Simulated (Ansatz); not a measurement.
Total energies of C₂H₃BO₂ (`OBC#CO`).

```xyz
8

O     1.294    1.799   -0.525
B     0.733    1.121    0.508
C    -0.109   -0.119    0.301
C    -0.787   -1.114    0.170
O    -1.520   -2.177    0.117
H     1.096    1.404   -1.379
H     0.936    1.553    1.604
H    -1.641   -2.466   -0.797
```

Total charge 0; spin multiplicity 1. All single points use the PBE0-D4/def2-TZVP geometry. It is one conformer, not always the lowest. Basis def2-TZVPP, the Gaussian-basis code of Ansatz.

RPA on PBE orbitals: Hartree–Fock energy of these orbitals -251.93037 Eh, correlation -1.35102 Eh (frozen core).

```csv
functional,energy without D4 (Eh),D4 term (kJ/mol)
LDA (SPW92),-251.33372,–
revPBE,-253.32472,-38.0
BLYP,-253.34431,-25.1
r2SCAN,-253.26151,-2.8
B97M-V,-253.36602,–
r2SCANh,-253.24644,-3.0
r2SCAN0,-253.22498,-3.3
HSE06 (plane-wave form),-253.09503,-8.7
BHLYP,-253.26634,-12.7
CAM-B3LYP,-253.29351,-9.4
ωB97X-V,-253.31378,–
ωB97M-V,-253.31702,–
B2PLYP,-253.21449,–
PBE-QIDH,-253.06672,–
```

Question: Give the same for PBE, PBE0, B3LYP, LC-ωPBE. (Estimate.)

Answer: The calculation gave: 
```
functional  energy without D4 (Eh)  D4 term (kJ/mol)
       PBE              -253.10264             -11.2
      PBE0              -253.10746              -9.4
     B3LYP              -253.40876             -17.9
   LC-ωPBE              -253.22263                 –
```

B3LYP takes the VWN-RPA correlation (the form of Gaussian; ORCA's B3LYP/G). HSE06 is the plane-wave form, built on full-range PBE exchange. The double hybrids freeze the cores in their second-order part.

LC-ωPBE has ω = 0.4 bohr⁻¹.
